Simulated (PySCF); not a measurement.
# Finite-field polarisability of Cs⁻ (caesium, charge -1)

[Xe] 6s2, closed-shell 1S. Computed with PySCF 2.14 in aug-cc-pwCVTZ-X2C with one added diffuse shell each of s, p, d, f type (12s11p9d5f, 125 functions), with the spin-free X2C one-electron Hamiltonian (Gaussian nucleus). Frozen: [Kr] 4d10. Energy changes in a uniform field (μhartree):

```tsv
axis	F (au)	HF	MP2	CCSD	CCSD(T)
x	0.00023	-97.937	-43.483	-57.934	-56.063
x	0.00046	-418.690	-184.225	-235.471	-229.824
```

Question: Derive α along x at CCSD(T) from the two fields.

Answer: With ΔE = −αF²/2 − γF⁴/24, α = −(16 ΔE(F) − ΔE(2F))/(6F²) = 2102 bohr³.

Question: And the mean polarisability at each level?

Answer: HF 3618, MP2 1612, CCSD 2179, CCSD(T) 2102 bohr³.
